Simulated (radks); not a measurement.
Problem. Excited configurations of Eu I: one electron is placed in a higher orbital outside [Xe] 4f7 6s1. The ground configuration is [Xe] 4f7 6s2. All-electron calculation, scalar-relativistic Kohn-Sham, r2SCAN, spin-unpolarised, spherical densities, finite nucleus; meta-GGA in the generalised Kohn-Sham scheme; Fermi nuclear charge, rms radius 5.1115 fm. Program: a radial shooting solver on a logarithmic mesh with Libxc functionals. Excitation = E - E(ground); binding = E(ion) - E, where the ion is the core of charge +1; n* = 1/sqrt(2 binding) in atomic units, and the quantum defect is n - n*.

| outer orbital | excitation (eV) | binding (eV) | n* | quantum defect | eigenvalue (eV) | <r> (bohr) |
|---|---|---|---|---|---|---|
| 5d | 2.337 | 3.678 | 1.923 | 3.077 | -0.946 | 3.785 |
| 7s | 3.991 | 2.023 | 2.593 | 4.407 | -1.232 | 10.43 |
| 7p | 4.538 | 1.477 | 3.035 | 3.965 | -0.871 | 13.49 |

Estimate the row for 6f.

Solution. excitation (eV) 5.440; binding (eV) 0.574; n* 4.869; quantum defect 1.131; eigenvalue (eV) -0.325; <r> (bohr) 30.91. The Delta-SCF ionisation energy is 6.014 eV (NIST Atomic Spectra Database: 5.670 eV, measured). Self-interaction in the functional shifts the binding energies and quantum defects, so they are the method's values and not measured ones. Spin polarisation and multiplet splitting are left out, so open shells lie too high by an amount that depends on their filling. Spin-orbit splitting is averaged out at the scalar-relativistic level.

Beside tabulated values, note that spin-unpolarised runs miss the spin-polarisation part of the exchange energy of open shells.
